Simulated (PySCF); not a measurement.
# Working out the ionisation energy of Ga

Ga [Ar] 3d10 4s2 4p1 (2P) → Ga⁺ [Ar] 3d10 4s2 (1S). Calculation: PySCF 2.14, in aug-cc-pV5Z-PP with ECP10MDF (8s7p6d4f3g2h, 136 functions); scalar relativity through the core potential. Frozen: 3s2 3p6 3d10. Energies in hartree (1 hartree = 27.21139 eV):

| part | Ga (lower) | Ga⁺ (upper) |
| --- | --- | --- |
| UHF | -258.303306 | -258.099853 |
| MP2 opposite-spin | -0.034461 | -0.028231 |
| MP2 same-spin | -0.002681 | 0.000000 |

**Question.** What does Hartree-Fock give?

**Answer.** (-258.099853) − (-258.303306) = 0.203453 hartree = 5.536 eV.

**Question.** What do MP2 and SCS-MP2 (6/5 opposite-spin, 1/3 same-spin) give?

**Answer.** The opposite-spin parts differ by 0.170 eV and the same-spin parts by 0.073 eV. MP2: 5.536 + (0.170) + (0.073) = 5.779 eV. SCS-MP2: 5.536 + 1.2 × (0.170) + (0.073)/3 = 5.764 eV.

Measured between the centres of the two terms (NIST): 5.931 eV, so MP2 (valence) is off by -0.152 eV.

What remains against the reference includes basis incompleteness, the frozen core and correlation beyond second order.
